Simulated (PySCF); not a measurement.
Predicted microwave data (CAM-B3LYP/def2-SVPD in PySCF (dipole) on a GFN2-xTB geometry, gas phase) for one isomer of C7H7NO:

```
Rotational constants : A = 3776, B = 1291, C = 967.8 MHz
Dipole components    : |μa| = 3.30 D, |μb| = 0.83 D, |μc| = 0.00 D
Inertial defect      : -3.09 u·Å²
κ                    : -0.77
```

Question: Which structure is it? (One computed conformer of each.)
A. `[CH:1]#[C:2]/[CH:3]=[CH:4]/[C:5](=[O:6])[NH:7][CH:8]=[CH2:9]` with C3–C4–C5–O6 0°, C4–C5–N7–C8 180°, C5–N7–C8–C9 180°
B. `[CH2:1]=[CH:2]/[CH:3]=[CH:4]\[c:5]1[cH:6][cH:7][o:8][n:9]1` with C1–C2–C3–C4 180°, C3–C4–C5–C6 180°
C. `[CH3:1][C:2](=[O:3])[c:4]1[cH:5][cH:6][cH:7][cH:8][n:9]1` with C1–C2–C4–C5 180°
D. `[N:1]#[C:2][CH2:3][C@@H:4]1[CH:5]=[CH:6][C:7](=[O:8])[CH2:9]1` with C2–C3–C4–C5 -64°

Answer: C. It is CC(=O)c1ccccn1, an asymmetric top, point group Cs. The candidates at the same level (rigid rotor, commonest isotopes):

```
               SMILES  A (MHz)  B (MHz)  C (MHz)  μa (D)  μb (D)  μc (D)  Δ (u·Å²)  point group                        rotor
       CC(=O)c1ccccn1     3776     1291    967.8    3.30    0.83    0.00     -3.09           Cs               asymmetric top
    C#C/C=C/C(=O)NC=C     6715    621.7    569.0    0.56    3.41    0.00      0.00           Cs  near-prolate asymmetric top
      C=C/C=C\c1ccon1     4762    952.8    793.9    1.02    2.31    0.00      0.00           Cs  near-prolate asymmetric top
N#CC[C@@H]1C=CC(=O)C1     5282    892.2    800.9    0.22    1.30    0.29    -31.10           C1  near-prolate asymmetric top
```

`C#C/C=C/C(=O)NC=C` has A 78 % too high; `N#CC[C@@H]1C=CC(=O)C1` has A 40 % too high; `C=C/C=C\c1ccon1` has B 26 % too low. In the right answer the mirror of this Cs structure is the ab plane, so μc vanishes by symmetry. No structure here is proved a minimum.
